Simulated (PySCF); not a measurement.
## Ho⁴⁹⁺ (holmium, charge +49): Hartree-Fock from Schrödinger to Dirac-Coulomb-Breit

Occupied: 1s1/2, 2s1/2, 2p1/2, 2p3/2, 3s1/2, 3p1/2, 3p3/2. Hartree-Fock calculated with PySCF 2.14 in an uncontracted even-tempered set (20 s from 5.6 bohr⁻², ratio 2.3; 16 p from 6.7 bohr⁻², ratio 2.3), Gaussian nucleus throughout. NR is non-relativistic, sf-X2C the spin-free one-electron X2C Hamiltonian, X2C adds the bare one-electron spin-orbit term, X2C-SNSO screens it by Boettger's factors, DC is four-component Dirac-Coulomb, and the Gaunt and Breit terms are added at first order (total energies over the DC spinors, levels after relaxing the spinors in that mean field). QED terms are absent. Levels marked empty are virtual spinors of this ion; the basis has s and p functions only, so 3d, which can lie below the n = 4 levels, is absent.

| Hamiltonian | E (hartree) | E − E(DC) (hartree) | CPU seconds |
| --- | --- | --- | --- |
| NR | -9824.1172 | 542.8036 | 0.6 |
| sf-X2C | -10353.1313 | 13.7895 | 0.46 |
| X2C | -10363.4153 | 3.5055 | 0.45 |
| X2C-SNSO | -10362.7740 | 4.1468 | 0.45 |
| DC | -10366.9208 | 0.0000 | 20 |
| DC+Gaunt | -10354.9150 | 12.0058 | 34 |
| DC+Breit | -10356.0843 | 10.8365 | 96 |

Q: Give the 4p spin-orbit interval with each Hamiltonian that has one.

A: X2C 82.98; X2C-SNSO 80.31; DC 80.22; DC+Gaunt 79.35; DC+Breit 79.34 (eV).

```
   level (eV)        NR    sf-X2C       X2C  X2C-SNSO        DC  DC+Gaunt  DC+Breit
        1s1/2  -55521.8  -59170.7  -59158.7  -59159.4  -59223.7  -59042.7  -59056.3
        2s1/2  -11644.1  -12646.0  -12642.5  -12642.7  -12651.2  -12631.6  -12633.0
        2p1/2  -11265.2  -11577.4  -12216.4  -12194.5  -12198.8  -12166.8  -12170.0
        2p3/2  -11265.2  -11577.4  -11309.9  -11317.5  -11324.3  -11302.2  -11305.4
        3s1/2   -4582.2   -4878.3   -4877.3   -4877.3   -4879.4   -4874.8   -4875.3
        3p1/2   -4421.3   -4538.9   -4698.5   -4693.1   -4694.2   -4686.5   -4687.4
        3p3/2   -4421.3   -4538.9   -4471.1   -4473.1   -4474.5   -4469.2   -4470.2
4s1/2 (empty)   -2349.0   -2464.8   -2464.5   -2464.5   -2465.3   -2463.5   -2463.7
4p1/2 (empty)   -2286.8   -2338.0   -2396.2   -2394.2   -2394.6   -2391.7   -2392.2
4p3/2 (empty)   -2286.8   -2338.0   -2313.2   -2313.9   -2314.4   -2312.4   -2312.8
```

Weight of the small component: 1s1/2 0.0627, 2s1/2 0.0143, 2p1/2 0.0142, 2p3/2 0.0132, 3s1/2 0.00532, 3p1/2 0.00522, 3p3/2 0.00495, 4s1/2 0.00255, 4p1/2 0.00253, 4p3/2 0.00242.

Koopmans' value for the highest occupied level at DC+Breit: 4470.2 eV, against an ionisation energy of 4469 ± 4 eV (theoretical estimate listed by NIST; NIST Atomic Spectra Database, ionization energies); the former lacks relaxation, correlation, QED and recoil.

The whole ladder took 160 s of wall time on 1 thread of Neoverse-V1 (shared host), launched as `OMP_NUM_THREADS=1 python relrun2.py TASK.json OUT` (a driver that calls PySCF for each Hamiltonian).
